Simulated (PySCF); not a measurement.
GeH₇NSi₂. Atoms are numbered in the order given.

```xyz
11

N     -1.3814     0.1770     0.0000
Si    -0.6027     1.7399     0.0000
Si     1.4852     0.6454     0.0000
Ge    -0.0875    -1.1635     0.0000
H     -2.3824     0.0077     0.0000
H     -0.8968     2.5884     1.2015
H     -0.8968     2.5884    -1.2015
H      2.3349     0.7697    -1.2223
H      2.3349     0.7697     1.2223
H     -0.1895    -2.0629    -1.2529
H     -0.1895    -2.0629     1.2529
```
Charge 0, spin multiplicity 1.

Geometry: PBE0-D3(BJ)/def2-SVP. This is a generated structure with no PubChem entry under its InChIKey; it may be hypothetical.

Level of theory: PBE/pcSseg-1 run with PySCF.

GIAO shieldings, no solvent; atoms alike by connectivity are averaged. δ = σ(ref) − σ: ¹⁵N against NH3 (σ = 267.0 ppm); ²⁹Si against TMS (σ = 335.4 ppm); ⁷³Ge against GeH4 (σ = 1614.4 ppm); ¹H against TMS (σ = 31.49 ppm), references at their B3LYP-D3(BJ)/def2-TZVP geometries, non-relativistic.

```
nucleus     atoms  count  δ (ppm)
-------  --------  -----  -------
¹⁵N            N1      1     32.5
²⁹Si          Si2      1    -17.6
²⁹Si          Si3      1    -76.6
⁷³Ge          Ge4      1    287.1
¹H         H6, H7      2     6.23
¹H       H10, H11      2     6.19
¹H         H8, H9      2     4.58
¹H             H5      1    -0.25
```
